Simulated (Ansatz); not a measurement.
The cluster CoSn12⁺, 13 atoms. Hardware: 2 threads of AMD EPYC 7R13 on a shared host and a share (18 GiB) of an NVIDIA H100 80GB HBM3.

In the def2 sets Sn takes a core potential; there is no spin–orbit coupling. Correlated methods freeze 53 core orbitals; core or outer-core shells of Co, Sn are correlated, in sets that lack core-valence functions. Single mean-field runs in def2-TZVP are fitted with def2-universal-jkfit.

How many basis functions does each of these Ansatz runs have, and roughly what does it cost? MP2/def2-SVP, charge 1 singlet, energy, from earlier orbitals; PBE0-D4/def2-SVP, charge 1 singlet, energy with a search over starts; PBE-D4/def2-SVP, charge 1 singlet, energy, from earlier orbitals; PBE-D4/def2-TZVP, charge 1 singlet, energy and forces, from earlier orbitals; PBE0-D4/def2-SVP, charge 1 singlet, energy, from earlier orbitals; HF/STO-3G, charge 1 singlet, energy; PBE-D4/def2-SVP, charge 1 singlet, relaxation, 53 steps; r2SCAN-D4/def2-TZVP, charge 1 singlet, energy, from earlier orbitals; HF/def2-TZVP, charge 1 singlet, energy, from earlier orbitals; PBE0-D4/def2-TZVP, charge 1 singlet, energy, from earlier orbitals; RPA@PBE/def2-SVP, charge 1 singlet, energy, from earlier orbitals.

Other jobs shared the machine, so times can vary by a factor of up to 3.

| run | functions | fitting or Cholesky vectors | wall time | peak host memory (GiB) |
| --- | --- | --- | --- | --- |
| r2SCAN-D4/def2-TZVP, charge 1 singlet, energy, from earlier orbitals | 645 | 2880 | 11 s | 1.1 |
| PBE0-D4/def2-TZVP, charge 1 singlet, energy, from earlier orbitals | 645 | 2880 | 12 s | 1.1 |
| PBE-D4/def2-TZVP, charge 1 singlet, energy and forces, from earlier orbitals | 645 | 2880 | 13 s | 1.1 |
| PBE0-D4/def2-SVP, charge 1 singlet, energy with a search over starts | 343 | 4436 | 13 s | 1.1 |
| HF/def2-TZVP, charge 1 singlet, energy, from earlier orbitals | 645 | 2880 | 15 s | 1.1 |
| RPA@PBE/def2-SVP, charge 1 singlet, energy, from earlier orbitals | 343 | 4436 | 17 s | 2.2 |
| PBE0-D4/def2-SVP, charge 1 singlet, energy, from earlier orbitals | 343 | 4436 | 21 s | 1.1 |
| HF/STO-3G, charge 1 singlet, energy | 342 | 4535 | 24 s | 1.1 |
| PBE-D4/def2-SVP, charge 1 singlet, energy, from earlier orbitals | 343 | 3878 | 26 s | 1 |
| MP2/def2-SVP, charge 1 singlet, energy, from earlier orbitals | 343 | 4436 | 28 s | 1.1 |
| PBE-D4/def2-SVP, charge 1 singlet, relaxation, 53 steps | 343 | 3878 | 4.3 min | 1.1 |
